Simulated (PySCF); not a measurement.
A structure optimised at B3LYP-D3(BJ)/def2-SVP, used in a PySCF frequency run:

```xyz
7

Te     0.3199    -0.7999     0.7857
I     -1.2212     1.3108    -0.1561
S      2.1714    -0.7814    -0.7368
C      1.5189    -1.6535    -2.2098
H      1.1882    -2.6697    -1.9578
H      2.3540    -1.7030    -2.9252
H      0.6928    -1.0824    -2.6553
```
Charge 0, spin multiplicity 1.

Q: Write its SMILES and formula.

A: CS[Te]I, CH3ISTe

Q: What are its rotational constants (standard atomic weights)?

A: 2.2668, 0.69193, 0.56283 GHz
